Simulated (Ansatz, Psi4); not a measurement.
System: C5H11O (charge 0, doublet). SMILES: CCC[C@H](C)[O]
Geometry from a B3LYP-D3(BJ)/def2-TZVP (Ansatz, a program for electronic structure) optimisation:
```xyz
17

C     -2.6971    -0.6261    -0.3726
C     -1.4918     0.0463     0.2780
C     -0.2046    -0.1568    -0.5122
C      1.0406     0.4303     0.1735
C      2.2942     0.4112    -0.7071
O      1.2630    -0.0950     1.4159
H     -2.5471    -1.7053    -0.4539
H     -3.6058    -0.4603     0.2086
H     -2.8712    -0.2404    -1.3802
H     -1.3490    -0.3406     1.2892
H     -1.6833     1.1197     0.3828
H     -0.2972     0.2920    -1.5059
H     -0.0257    -1.2258    -0.6683
H      0.8130     1.4935     0.4159
H      3.1374     0.8494    -0.1742
H      2.1291     0.9673    -1.6312
H      2.5473    -0.6180    -0.9681
```
Charge 0, spin multiplicity 2.

Quantity: size of the dipole moment, in D. Conventions: LANL2DZ all-electron up to Ne; non-relativistic; no spin-orbit coupling; 6-31G* and kin with 6d, 5d where marked; open shells spin-unrestricted; dispersion terms only where a functional's name holds one. Ab initio and DFT rows: single points at B3LYP-D3(BJ) geometries (Ansatz).

```csv
level,program,size of the dipole moment (D)
SVWN5/6-31G*,Ansatz,2.06
PBE/STO-3G,Ansatz,1.17
B3LYP/STO-3G,Ansatz,1.20
B3LYP/LANL2DZ,Ansatz,2.32
B3LYP/6-31G,Ansatz,2.11
B3LYP/6-31G*,Ansatz,1.85
B3LYP/6-31+G*,Ansatz,2.13
B3LYP/def2-SVP,Ansatz,1.88
wB97X-D/6-31G*,Psi4,1.89
```

No value to compare with is used here. The 9 habitual levels span 1.17 (PBE/STO-3G) to 2.32 D (B3LYP/LANL2DZ).

The levels are drawn from those run, B3LYP/6-31G* more often than the rest, none by its result; left out are runs that failed, that the program found above a lower state of the same kind, or whose <S^2> lies over 0.5 above the pure value.
